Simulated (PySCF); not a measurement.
## Pb²⁺ (lead, charge +2): UHF calculation

Configuration: [Xe] 4f14 5d10 6s2, closed-shell 1S. All numbers are calculated (PySCF 2.14, scalar relativity through the core potential, in aug-cc-pVQZ-PP with one added diffuse shell each of s, p, d, f, g type with ECP60MDF (8s8p6d4f3g, 117 functions)).

- Total energy: -191.109542 hartree
- One-electron energy: -322.7296 hartree
- Hartree (Coulomb) energy: 146.2290 hartree
- Exchange energy: -14.6089 hartree
- ⟨S²⟩: 0.0000
- ⟨L²⟩: 0.000
- Sum of ⟨r⟩: 25.29 bohr
- Sum of ⟨r²⟩: 38.79 bohr²

```csv
shell,electrons,mean orbital energy (hartree),"rms radius, mean of both spins (bohr)"
5s,2,-6.78848,0.925
5p,6,-4.47117,1.05
5d,10,-1.68731,1.38
6s,2,-1.10618,2.37
```

Energies and moments cover only the electrons outside the core potential. Spin-orbit coupling, which splits the p, d and f shells strongly at this Z, is absent.
